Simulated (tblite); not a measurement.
Species: C₇H₁₁ (doublet state).
Bonds: C1–C2 (triple), C2–C3, C3–C4, C3–C5, C3–C6, C6–C7. Hydrogens: H8, H9, H10 on C4; H11, H12, H13 on C5; H14, H15 on C6; H16, H17, H18 on C7.

Structure optimised with GFN2-xTB, isolated species. This method treats the open shell by occupation alone, without spin polarisation.

(1) Give the optimised bond lengths and angles.

## Answers

(1) 
```csv
bond,length (Å),order
C1≡C2,1.194,triple
C2–C3,1.477,single
"C3–C4, C3–C5",1.529,single
C3–C6,1.537,single
C6–C7,1.524,single
C4–H8 and 5 like bonds,1.088,single
"C6–H14, C6–H15",1.093,single
"C7–H16, C7–H17, C7–H18",1.088,single
```

Bonds in one row agree within 0.01 Å and their mean is given. Orders are formal, as drawn. A selection of angles:
```csv
angle,degrees
C1–C2–C3,179.3
C2–C3–C4,108.1
C2–C3–C6,108.3
C4–C3–C5,110.3
C4–C3–C6,112.4
C5–C3–C6,110.0
C3–C4–H8,109.8
C3–C4–H9,111.1
H8–C4–H9,108.8
H9–C4–H10,108.2
C3–C6–C7,114.2
C3–C6–H14,108.2
C7–C6–H14,108.9
H14–C6–H15,107.7
C6–C7–H16,110.1
C6–C7–H18,111.4
H16–C7–H17,108.5
H17–C7–H18,108.0
```

Dihedral angles: C2–C3–C6–C7 62° (synclinal). The mirror-image conformer, all signs reversed, is as good.

Of the pairs four or more bonds apart, C2···H16 is among the closest relative to their van der Waals radii: 2.62 Å, 90 % of the sum of Bondi's values. The 6 C–C bonds span 1.194 Å (C1≡C2, drawn triple) to 1.537 Å (C3–C6, drawn single), a spread of 0.343 Å.

Point group: C1 (no symmetry element, even within 0.4 Å). Its GFN2-xTB frequencies are all real (lowest 91 cm⁻¹).

The numbers are calculated, not measured.
